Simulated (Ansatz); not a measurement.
CH7O2Si2, SMILES `O[SiH]C[SiH2]O` radical, relaxed with UKS PBE0-D4/def2-TZVP in Ansatz 0.2.0 from a GFN2-xTB geometry. The force threshold is 0.005 eV/Å; the program also tests the step.

Charge 0, multiplicity 2.

Start:

```xyz
12

O    -1.856    0.688    0.137
Si   -1.455   -0.903   -0.139
C     0.317   -1.056    0.501
Si    1.449    0.354   -0.114
O     0.731    1.783    0.154
H    -2.732    1.010   -0.054
H    -1.637   -1.145   -1.574
H     0.715   -2.022    0.198
H     0.319   -1.055    1.592
H     1.685    0.168   -1.551
H     2.694    0.406    0.645
H    -0.229    1.773    0.206
```

```csv
step,energy (eV),largest force (eV/Å),largest move (Å)
1,-20992.5316,0.664,0.000
2,-20992.6011,0.305,0.076
3,-20992.6123,0.129,0.035
4,-20992.6157,0.070,0.053
5,-20992.6179,0.052,0.040
6,-20992.6191,0.074,0.046
7,-20992.6198,0.053,0.040
8,-20992.6202,0.038,0.032
9,-20992.6204,0.033,0.023
10,-20992.6205,0.011,0.007
11,-20992.6205,0.003,0.003
```

End:

```xyz
12

O    -1.872    0.704    0.091
Si   -1.444   -0.902   -0.101
C     0.300   -1.030    0.533
Si    1.394    0.359   -0.103
O     0.783    1.814    0.350
H    -2.735    0.967   -0.233
H    -1.510   -1.257   -1.556
H     0.707   -1.995    0.209
H     0.309   -1.016    1.627
H     1.485    0.223   -1.585
H     2.761    0.273    0.471
H    -0.179    1.859    0.296
```

Run time 26 s (2 threads of an AMD EPYC 7R13 on a shared host and a share of an NVIDIA H100 80 GB); peak host memory 0.94 GiB.
